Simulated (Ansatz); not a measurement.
Consider the hydrogenolysis of the Si–Ge bond: `[SiH3][SiH2][SiH2][SiH2][GeH2][SiH3]` + H₂ → `[SiH3][SiH2][SiH2][SiH3]` + `[SiH3][GeH3]`.

Computed with Ansatz on PBE0-D4/def2-TZVP structures; ΔE is electronic, products minus reactants. CBS: MP2 limit from def2 TZ/QZ plus the TZ coupled-cluster correction, frozen cores. This one scheme is used for every species. Functionals use def2-TZVPP. For Ge outer-core shells are correlated without core-valence functions, which leaves a few kJ/mol of doubt a bond. Scalar relativity is left out up to krypton. Each species was taken in one conformer, which may not be the lowest.

```tsv
level	ΔE (kcal/mol)	difference from CCSD(T)/CBS
LDA (SPW92)	4.3	0.4
r2SCAN-D4	3.8	-0.1
PBE0-D4	4.7	0.8
BHLYP-D4	2.4	-1.5
B2PLYP	-0.5	-4.4
PBE0	0.7	-3.2
BHLYP	-4.1	-8.0
MP2/def2-SVP	1.6	-2.3
MP2/def2-TZVPP	4.5	0.6
SCS-MP2/def2-QZVPP	1.8	-2.1
CCSD(T)/CBS	3.9	0
```

Largest T1 diagnostic among the species: 0.014.

In def2-TZVPP, CCSD(T) changes the Hartree–Fock value by +11.2 kcal/mol (the triples alone add +2.0 kcal/mol) and MP2 by +13.0 kcal/mol. Leaving LDA and LC-ωPBE aside and taking each functional with its dispersion term where it has one, the values, not all of them listed here, spread over 6.9 kcal/mol, from B2PLYP to revPBE-D4. LDA lies +2.8 kcal/mol from PBE without D4. From PBE to PBE0 (25 % exact exchange), in def2-TZVPP and without D4, ΔE moves by −0.8 kcal/mol.
